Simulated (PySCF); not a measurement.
Iron: highly charged ions in a basis for the neutral atom

Fe¹⁸⁺ [He] 2s2 2p4, Fe¹⁹⁺ [He] 2s2 2p3. All numbers are calculated (PySCF 2.14, the non-relativistic Hamiltonian (point nucleus), in cc-pVDZ (6s5p3d1f, 43 functions)). No spin-orbit coupling, so a gap to NIST mixes the basis error with missing relativistic terms.

Changed run: basis of the neutral atom used for a highly charged ion. This setting is unsound on purpose.

```tsv
species	method	sound run (hartree)	changed run (hartree)	converged
Fe¹⁸⁺	UHF	not run	-1043.14351	yes
Fe¹⁸⁺	B3LYP	not run	-1043.31449	yes
Fe¹⁸⁺	PBE0	not run	-1043.21163	yes
Fe¹⁹⁺	UHF	not run	-989.63343	yes
Fe¹⁹⁺	B3LYP	not run	-989.70497	yes
Fe¹⁹⁺	PBE0	not run	-989.62058	yes
```

Ionisation energy of Fe¹⁸⁺:

```csv
method,changed run (eV),NIST (eV)
UHF,1456.1,1460 ± 3
B3LYP,1458.8,1460 ± 3
PBE0,1458.3,1460 ± 3
```

The contracted functions were made for the neutral atom and can be too rigid for a highly charged ion.
